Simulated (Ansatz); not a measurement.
A structure relaxed at r2SCAN-D4/def2-SVP in Ansatz, charge 0, singlet:

```xyz
7

As   -0.9837   -1.4088   -1.2180
As    1.9096   -0.3131    0.1549
As   -0.6969    2.1064   -0.1890
As    0.6886   -2.3875    0.0476
As    0.4941    0.4524   -1.7203
As    0.3976    1.0809    1.7491
Se   -1.8094    0.4698    1.1757
```

Task: Give its formula.

Result: As6Se.

Task: Summarise the bond lengths by kind (pairs closer than 1.2 times the sum of covalent radii, bridged metal pairs left out).

Result: 7 × As–As 2.31 to 2.60 Å; 2 × As–Se 2.36 to 2.40 Å.

The restricted singlet is unstable towards broken spin symmetry in Hartree–Fock (as tested in another run); at r2SCAN-D4/def2-SVP this wasn't settled. Another isomer (singlet) lies 0.93 eV lower at PBE0-D4/def2-TZVP; other spin states weren't run for this one.
